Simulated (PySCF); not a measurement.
# Worked example: entropy of an ideal gas

C4H4O, SMILES c1ccoc1.

The structure is a stationary point at PBE-D3(BJ)/def2-SVP.

PBE-D3(BJ)/def2-SVP in PySCF gives the harmonic wavenumbers 598, 618, 705, 727, 817, 860, 861, 862, 985, 1025, 1082, 1139, 1195, 1234, 1392, 1479, 1557, 3184, 3195, 3213, 3219 cm⁻¹ and the rotational temperatures 0.4507, 0.4378, 0.2221 K. The molar mass is 68.07 g/mol, the symmetry number 2, the spin multiplicity 1.

### Question
Work out the entropy at 298.15 K and 1 atm in the rigid-rotor, harmonic-oscillator model.

### Answer

Translation (Sackur–Tetrode at 1 atm): S = R[1.5 ln M + 2.5 ln T − 1.16487] = 161.4 J/(mol K).
Rotation: q = (√π/σ) T^1.5/√(θA θB θC) = 21800, S = R[ln q + 3/2] = 95.5 J/(mol K).
Vibration: with u = 1.4388 ν/T, each mode gives R[u/(e^u − 1) − ln(1 − e^−u)]:
| ν (cm⁻¹) | modes | u | S (J/(mol K)) |
|---|---|---|---|
| 598 | 1 | 2.89 | 1.90 |
| 618 | 1 | 2.98 | 1.76 |
| 705 | 1 | 3.40 | 1.26 |
| 727 | 1 | 3.51 | 1.15 |
| 817 | 1 | 3.94 | 0.81 |
| 860 | 1 | 4.15 | 0.68 |
| 861 | 1 | 4.15 | 0.68 |
| 862 | 1 | 4.16 | 0.68 |
| 985 | 1 | 4.75 | 0.42 |
| 1025 | 1 | 4.95 | 0.35 |
| 1082 | 1 | 5.22 | 0.28 |
| 1139 | 1 | 5.50 | 0.22 |
| 1195 | 1 | 5.77 | 0.18 |
| 1234 | 1 | 5.95 | 0.15 |
| 1392 | 1 | 6.72 | 0.08 |
| 1479 | 1 | 7.14 | 0.05 |
| 1557 | 1 | 7.51 | 0.04 |
The stiffer modes add less than 0.005 each. Sum 10.7 J/(mol K).
Spin: R ln 1 = 0.0 J/(mol K).
Total 267.6 J/(mol K); the program's own thermochemistry gives 267.6. Translation makes up 60 % and vibration 4 %. Anharmonicity, hindered rotation and orbital degeneracy are left out.
